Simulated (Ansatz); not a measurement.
Reaction (formal exchange of groups at the Si–Si bond): `N[Si](O)([SiH3])Cl` + `CC(C)N` → `CC(C)[SiH3]` + `N[Si](N)(O)Cl`

Program: Ansatz. Geometries: PBE0-D4/def2-TZVP. ΔE: electronic, gas phase. CCSD(T)/CBS adds triple-zeta CCSD(T) − MP2 to the extrapolated MP2 energy (def2 sets, frozen cores). One conformer a species, not always the lowest.

| species | CCSD(T)/CBS(def2) energy (Eh) |
| --- | --- |
| `N[Si](O)([SiH3])Cl` | -1171.56069 |
| `CC(C)N` | -174.28253 |
| `CC(C)[SiH3]` | -409.25569 |
| `N[Si](N)(O)Cl` | -936.63910 |

**Question.** Work out ΔE.

**Answer.** ΔE = (-409.25569) + (-936.63910) − (-1171.56069) − (-174.28253) = -0.05157 Eh = -135.4 kJ/mol.

**Question.** What do rigid-rotor, harmonic-oscillator terms from PBE0-D4/def2-TZVP frequencies (298.15 K, 1 bar) make of the CCSD(T)/CBS value? (An estimate is asked.)

**Answer.** Computed: ΔZPE = -1.0 kJ/mol, ΔH = -137.6 kJ/mol, ΔS = -19 J/(mol·K), ΔG = -132.0 kJ/mol. Modes under 50 cm⁻¹ make the entropy rough.

Largest T1 diagnostic among the species: 0.012.

Leaving LDA and LC-ωPBE aside and taking each functional with its dispersion term where it has one, the values, not all of them listed here, spread over 24.5 kJ/mol, from ωB97M-V to PBE-D4. LDA lies −6.3 kJ/mol from PBE without D4. From r2SCAN to r2SCAN0 (25 % exact exchange), in def2-TZVPP and without D4, ΔE moves by −4.2 kJ/mol. At CCSD(T), def2-SVP lies +18.6 kJ/mol from the extrapolated value and def2-TZVPP +1.4 kJ/mol.
